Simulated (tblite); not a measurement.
C7H6BO (charge +1).
Numbering: `[BH2:1][c:2]1[cH:3][cH:4][cH:5][c:6]([C:7]#[O+:8])[cH:9]1` (hydrogens: H10, H11 on B1; H12 on C3; H13 on C4; H14 on C5; H15 on C9)

Cartesian coordinates in Å at the GFN2-xTB level; atoms count from 1:
```
atom  x, y, z in Å
B1    -2.2952   -1.2849   -0.1383
C2    -0.9959   -0.4035   -0.0364
C3    -1.0660    0.9853    0.1778
C4     0.0715    1.7851    0.2690
C5     1.3239    1.2325    0.1538
C6     1.4337   -0.1685   -0.0635
C7     2.6439   -0.7669   -0.1867
O8     3.6339   -1.2931   -0.2937
C9     0.2622   -0.9731   -0.1569
H10   -3.3328   -0.7715   -0.0317
H11   -2.1953   -2.4292   -0.3192
H12   -2.0388    1.4450    0.2733
H13   -0.0290    2.8479    0.4316
H14    2.2145    1.8371    0.2237
H15    0.3648   -2.0342   -0.3248
```

All values are computed: GFN2-xTB (tblite) harmonic vibrations without scaling, gas phase. The method is semi-empirical: single wavenumbers can be off by several per cent or more. Modes of hydrogen on boron can be 10 to 20 % off. The optimisation stopped once no atom felt more than 0.01 eV/Å.

Lowest wavenumbers of the output (negative numbers stand for imaginary wavenumbers):
```
mode    cm-1
  1     -38.3
  2      97.1
  3     112.7
  4     156.5
  5     294.9
  6     321.3
  7     392.0
  8     427.4
  9     500.6
 10     574.8
```

Task: Is this structure a minimum?

Result: Not by this Hessian. 1 mode is imaginary beyond 20i (38i cm⁻¹), so at this level the point lies at or near a first-order saddle. The curvature is small, so loose convergence or finite differences may be the whole cause.

Task: Which atoms move in the imaginary mode?

Result: 38i: H10 (B–H hydrogen) 51 %, H11 (B–H hydrogen) 46 %. These are shares of the mass-weighted motion.

Task: What is the remedy?

Result: Step along that mode in both directions, optimise again with tighter thresholds and repeat the frequencies. The zero-point energy of this point (66.0 kcal/mol) counts the 38 real modes alone, and thermal corrections from it aren't those of a minimum.

Time: 0.69 s. Hardware: Intel Xeon at 2.70 GHz, one thread, no GPU (shared host). This covers the Hessian and the dipole derivatives.
